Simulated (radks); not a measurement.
Question: Neutral molybdenum: order these configurations by energy. Calculated with a radial shooting solver on a logarithmic mesh with Libxc functionals: scalar-relativistic Kohn-Sham, PBE, spin-polarised, spherical densities, finite nucleus; Fermi nuclear charge, rms radius of each element as measured or else 0.836 A^(1/3) + 0.57 fm. Open shells are filled with parallel spins first. [Kr] 4d4 5s1 5p1; [Kr] 4d4 5s2; [Kr] 4d5 5p1; [Kr] 4d5 5s1; [Kr] 4d6.

Answer: From the lowest, in eV above it: [Kr] 4d5 5s1 0.000; [Kr] 4d4 5s2 2.266; [Kr] 4d6 3.182; [Kr] 4d5 5p1 3.401; [Kr] 4d4 5s1 5p1 4.276.
